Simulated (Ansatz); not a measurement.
Job for Ansatz (an electronic-structure program): R-r2SCAN/def2-TZVPP on BH3Se2 (SMILES [SeH]B[SeH]), a point of a torsion scan.

Ansatz 0.2 input:
```yaml
crystal:
  periodic: [false, false, false]
  atoms:
    - {symbol: Se, position_ang: [-1.95560866, -0.03932667, -0.53249299]}
    - {symbol: B, position_ang: [-0.18143988, 0.61188988, -0.82451285]}
    - {symbol: Se, position_ang: [0.07801295, 2.27887366, -1.69156989]}
    - {symbol: H, position_ang: [-1.67805132, -0.79395001, 0.66391967]}
    - {symbol: H, position_ang: [0.72741232, 0.04129826, -0.36210729]}
    - {symbol: H, position_ang: [1.52091771, 2.29140648, -1.67625917]}
basis:
  gaussian:
    orbitals: def2-TZVPP
hamiltonian:
  xc: {name: r2SCAN}
scf: {lower_state_search: off}
```

Output:

```
WARN ansatz: RAYON_NUM_THREADS=1 ignored (pool sized by the plan → 1); use --threads N
Functional definition: r2SCAN
these checks for a lower state are left out or cut short: stability, starts, cluster_reference, orbital_swaps, neighbouring_geometries, increment
integrals: 0.09 GiB planned
1120 factors; their error is unknown
mean field: 0.62 GiB planned
mean field evaluation 1: about -131421.6693 eV, gradient 3.2e1 eV
mean field evaluation 2: about -131416.9442 eV, gradient 4.8e1 eV
mean field evaluation 4: about -131424.6381 eV, gradient 1.6e0 eV
mean field evaluation 8: about -131424.6440 eV, gradient 2.7e-2 eV
mean field evaluation 16: about -131424.5845 eV, gradient 5.4e-5 eV
mean field -131424.58452519 eV, -4829.7643985179 hartree, gradient 2.2e-6 eV, S^2 0.000000; 0 other end points of the search recorded, 0 dependent functions left out
reference -131424.58453563 eV, -4829.7643989015 hartree; 38, 38 occupied and 131, 131 virtual orbitals, 1120 factors
Total energy: -131424.58453563 eV, -4829.7643989015 hartree
Checks for a lower state left out: stability, starts, cluster_reference, orbital_swaps, neighbouring_geometries, increment
```

Self-consistency was reached.

Cost: very roughly 5 core-seconds.
